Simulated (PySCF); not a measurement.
Isomers of C4H11F2NSi2, one GFN2-xTB conformer each. Single-point energies are computed at PBE0/pcSseg-1 (PySCF, gas phase, no added dispersion term), electronic only.

Question: Rank them by PBE0/pcSseg-1 energy, lowest first (kcal/mol).
A. `[CH2:1]=[C:2]([CH3:3])[C:4]([F:5])([F:6])[SiH2:7][SiH2:8][NH2:9]` with C1–C2–C4–F5 25°, C2–C4–Si7–Si8 179°, C4–Si7–Si8–N9 180°, Si7–Si8–N9–H -170° and 52°
B. `[F:1][CH2:2][SiH2:3][NH:4][Si@@H:5]([F:6])[CH:7]1[CH2:8][CH2:9]1` with F1–C2–Si3–N4 49°, C2–Si3–N4–Si5 165°, Si3–N4–Si5–F6 30°, N4–Si5–C7–C8 170°
C. `[NH2:1][SiH2:2][SiH2:3][C:4]([F:5])([F:6])[CH:7]1[CH2:8][CH2:9]1` with H–N1–Si2–Si3 -54° and 168°, N1–Si2–Si3–C4 145°, Si2–Si3–C4–F5 45°, Si3–C4–C7–C8 -54°
D. `[F:1][CH2:2][C:3]1([Si@@H:4]([F:5])[NH:6][SiH3:7])[CH2:8][CH2:9]1` with F1–C2–C3–Si4 -56°, C2–C3–Si4–F5 -127°, C3–Si4–N6–Si7 -158°
E. `[CH2:1]=[CH:2][CH2:3][C:4]([F:5])([F:6])[SiH2:7][SiH2:8][NH2:9]` with C1–C2–C3–C4 -121°, C2–C3–C4–F5 -68°, C3–C4–Si7–Si8 171°, C4–Si7–Si8–N9 -174°, Si7–Si8–N9–H -170° and 52°

Answer: B (0.0), D (0.2), A (56.3), E (57.5), C (59.7).

As drawn, the lowest has an Si–F bond, which the highest lacks; the highest has two fluorines on one carbon and an Si–Si bond, which the lowest lacks. Neighbours under 2.5 kcal/mol apart (FC[SiH2]N[Si@@H](F)C1CC1 and FCC1([Si@@H](F)N[SiH3])CC1; C=C(C)C(F)(F)[SiH2][SiH2]N and C=CCC(F)(F)[SiH2][SiH2]N; C=CCC(F)(F)[SiH2][SiH2]N and N[SiH2][SiH2]C(F)(F)C1CC1) can change places with a better method, another conformer or zero-point energy. GFN2-xTB itself gives, in the same order: 10.5, 0.0, 70.9, 74.0, 68.9. GFN2-xTB puts FCC1([Si@@H](F)N[SiH3])CC1 lowest instead; measured from each level's own lowest isomer, the values differ by up to 16.5 kcal/mol (C=CCC(F)(F)[SiH2][SiH2]N: 74.0 against 57.5).

Q: Which frontier levels, dipoles and rotational constants go with these structures?

A: 
```csv
SMILES,"HOMO (eV, PBE0/pcSseg-1)",LUMO (eV),dipole (D),"A, B, C (MHz)"
FC[SiH2]N[Si@@H](F)C1CC1,-7.56,0.59,1.66,"2126, 514.8, 436.2"
FCC1([Si@@H](F)N[SiH3])CC1,-7.64,0.45,1.53,"1747, 756.7, 579.9"
C=C(C)C(F)(F)[SiH2][SiH2]N,-7.26,-0.70,2.45,"2321, 580.7, 566.3"
C=CCC(F)(F)[SiH2][SiH2]N,-7.37,-0.49,2.44,"1940, 603.4, 517.2"
N[SiH2][SiH2]C(F)(F)C1CC1,-7.40,-0.40,1.82,"2283, 606.5, 565.3"
```
